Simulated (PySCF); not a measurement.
Species: C7H13FSi.
Numbering: `[F:1][C@@H:2]1[CH2:3][CH2:4][CH:5]=[CH:6][C@@H:7]1[CH2:8][SiH3:9]`

Structure used (GFN2-xTB), in Å, numbered top down from 1:
```xyz
22
C7H13FSi angstrom
F     -0.637    1.540    1.959
C     -0.924    1.061    0.691
C     -1.834   -0.154    0.793
C     -2.282   -0.558   -0.609
C     -1.139   -0.547   -1.577
C      0.024    0.038   -1.342
C      0.373    0.736   -0.061
C      1.339   -0.113    0.778
Si     3.061   -0.329    0.002
H     -1.452    1.880    0.184
H     -1.289   -0.972    1.265
H     -2.693    0.086    1.421
H     -2.735   -1.553   -0.585
H     -3.050    0.135   -0.969
H     -1.320   -1.039   -2.523
H      0.810    0.012   -2.083
H      0.875    1.683   -0.294
H      1.448    0.365    1.753
H      0.895   -1.094    0.957
H      3.001   -1.230   -1.152
H      3.571    0.976   -0.426
H      3.947   -0.904    1.015
```

Probes without a nucleus sit at each ring's centroid and 1 Å off its mean plane on both sides; NICS is minus the shielding there, NICSzz its component along the normal. Level: GIAO PBE0/pcSseg-1 (PySCF, non-relativistic, gas phase) on the GFN2-xTB geometry, one conformer.

Ring bond lengths (Å), with Mayer bond orders in brackets: C2–C3 1.522 (1.01), C3–C4 1.526 (1.03), C4–C5 1.498 (1.04), C5–C6 1.323 (1.94), C6–C7 1.500 (0.99), C7–C2 1.534 (1.03).

**Question.** What do the NICS probes read (ppm)?

**Answer.** 
```csv
ring,type,NICS(0),"NICS(1), two faces","NICS(1)zz, two faces",rms pucker (Å),"centre to ring atoms, mean (Å)"
C2–C3–C4–C5–C6–C7,"6-membered carbocycle; formal bonds 1 double, 5 single",-2.4,-3.4 / -2.3,0.0 / 2.7,0.21,1.45
```

**Question.** What do they say, and how far can they be read as aromaticity?

**Answer.** 
- C2–C3–C4–C5–C6–C7: mean NICS(1)zz 1.3 ppm, near zero. C2, C3, C4, C7 have four or more neighbours, and the NICS criterion for π rings isn't applied.

**Question.** List the ring angles and the Hirshfeld charges of the ring atoms.

**Answer.** 
- C2–C3–C4–C5–C6–C7: C2 111.7° (+0.065 e), C3 109.0° (-0.079 e), C4 111.6° (-0.066 e), C5 124.0° (-0.046 e), C6 124.2° (-0.050 e), C7 108.7° (-0.035 e); sum 689.2° against 720° for a flat convex ring.

**Question.** What are the shieldings of the ring atoms and their hydrogens in the same run (means over atoms taken as equivalent)?

**Answer.** 
| atoms | environment | σ isotropic (ppm) | principal values of the symmetric part, first atom (ppm) |
| --- | --- | --- | --- |
| C2 | sp3 C–F carbon | 91.9 | 56.6, 76.3, 142.9 |
| C3 | ring CH2 carbon | 160.1 | 147.7, 159.7, 172.8 |
| C4 | allylic carbon | 156.8 | 149.5, 153.2, 167.9 |
| C5 | alkene CH carbon | 53.4 | -57.5, 55.4, 162.3 |
| C6 | alkene CH carbon | 49.1 | -67.4, 61.0, 153.8 |
| C7 | allylic carbon | 144.9 | 135.7, 147.0, 151.9 |
| H10 | methine hydrogen | 26.77 | 23.8, 27.1, 29.4 |
| H11 | methylene hydrogen | 29.79 | 25.8, 30.2, 33.4 |
| H12 | methylene hydrogen | 29.84 | 25.0, 28.3, 36.2 |
| H13 | methylene hydrogen | 29.45 | 24.9, 27.3, 36.2 |
| H14 | methylene hydrogen | 29.38 | 25.2, 27.1, 35.9 |
| H15 | vinylic hydrogen | 25.85 | 23.5, 26.3, 27.8 |
| H16 | vinylic hydrogen | 25.66 | 23.1, 25.4, 28.6 |
| H17 | methine hydrogen | 29.28 | 24.7, 28.5, 34.7 |

The list is cut; further classes of hydrogen are left out.

Hardware: one thread of an Arm Neoverse N1, on a shared host. Cost: 97 s, 1.0 GiB resident at most. This is the whole shielding run at PBE0/pcSseg-1, SCF included.
